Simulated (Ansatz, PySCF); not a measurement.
Molecule: sum formula H₂SiO₂Cl (charge 0, doublet). It need not be the lowest isomer of its formula. SMILES: O[Si](O)Cl
Coordinates optimised at B3LYP-D3(BJ)/def2-TZVP (Ansatz, a program for electronic structure):
```xyz
6

Si     0.1398    -0.0523     0.5727
Cl    -1.3069    -0.1180    -0.9231
O      0.9411     1.3879     0.5691
O      1.2641    -1.2010     0.2604
H      0.4302     2.1980     0.6574
H      2.1878    -0.9550     0.3806
```
Charge 0, spin multiplicity 2.

Quantity: atomisation energy (electronic, to ground-state atoms), in kJ/mol. Cores are frozen in the correlated levels unless marked. UHF or UKS for open shells. Spin-orbit coupling is left out. Non-relativistic unless marked X2C. The coupled-cluster limit lacks core correlation, which all-electron functionals hold. Basis-set limits of correlation are two-point, X^-3; Hartree-Fock from the larger set.

```json
[
 {"level": "HF-D3(BJ)/def2-TZVPD", "program": "PySCF + dftd3", "atomisation energy (kJ/mol)": "1626.5"},
 {"level": "PBE-D3(BJ)/def2-TZVPD", "program": "Ansatz + dftd3", "atomisation energy (kJ/mol)": "2242.0"},
 {"level": "r2SCAN-D3(BJ)/def2-TZVPD", "program": "Ansatz + dftd3", "atomisation energy (kJ/mol)": "2218.9"},
 {"level": "PBE0-D4/def2-TZVPD", "program": "Ansatz + dftd4", "atomisation energy (kJ/mol)": "2176.3"},
 {"level": "r2SCANh-D4/def2-TZVPD", "program": "Ansatz + dftd4", "atomisation energy (kJ/mol)": "2192.9"},
 {"level": "r2SCAN0-D4/def2-TZVPD", "program": "Ansatz + dftd4", "atomisation energy (kJ/mol)": "2155.8"},
 {"level": "M06-2X/def2-TZVPD", "program": "PySCF", "atomisation energy (kJ/mol)": "2221.2"},
 {"level": "CCSD/STO-3G", "program": "Ansatz", "atomisation energy (kJ/mol)": "1666.3"},
 {"level": "X2C-CCSD(T)/cc-pVTZ-DK", "program": "Ansatz", "atomisation energy (kJ/mol)": "2099.3"},
 {"level": "CCSD(T)/CBS(cc-pV(T+d)Z,cc-pV(Q+d)Z)", "program": "Ansatz", "atomisation energy (kJ/mol)": "2214.8"}
]
```
